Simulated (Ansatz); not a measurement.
One change: `[SH][GeH2][SH]` becomes `[SiH3][GeH2][SH]`.

Ansatz, PBE0-D4/def2-TZVP geometries, multiplicity 1. Each molecule was computed in one conformer, which needn't be the lowest.

Scalar relativity is left out up to krypton.

```tsv
property	`[SH][GeH2][SH]`
HOMO energy (PBE0/def2-TZVPP) / eV	-7.35
zero-point energy (PBE0-D4/def2-TZVP) / kJ/mol	90.8
LUMO energy (PBE0/def2-TZVPP) / eV	-0.50
size of the dipole moment (ωB97M-V/def2-TZVPP) / D	1.53
LUMO energy (ωB97M-V/def2-TZVPP) / eV	1.42
HOMO–LUMO gap (B3LYP/def2-TZVPP) / eV	6.30
```

Give the same properties after the change, and the shifts. (An estimate is asked.)

Computed: 
| property | `[SiH3][GeH2][SH]` | shift |
| --- | --- | --- |
| HOMO energy (PBE0/def2-TZVPP) / eV | -7.27 | 0.08 |
| zero-point energy (PBE0-D4/def2-TZVP) / kJ/mol | 130.4 | 39.6 |
| LUMO energy (PBE0/def2-TZVPP) / eV | -0.33 | 0.17 |
| size of the dipole moment (ωB97M-V/def2-TZVPP) / D | 1.21 | -0.32 |
| LUMO energy (ωB97M-V/def2-TZVPP) / eV | 1.46 | 0.04 |
| HOMO–LUMO gap (B3LYP/def2-TZVPP) / eV | 6.47 | 0.17 |

With PBE0 the HOMO rises by 0.08 eV and the LUMO rises by 0.17 eV, so the gap widens by about 0.09 eV. PBE moves the HOMO by 0.09 eV and ωB97M-V by 0.03 eV. The zero-point energy changes by 39.6 kJ/mol with +6 modes. Dipoles are sizes alone; their direction can turn.

B3LYP here is the variant with VWN-RPA as its local correlation; programs differ in this.
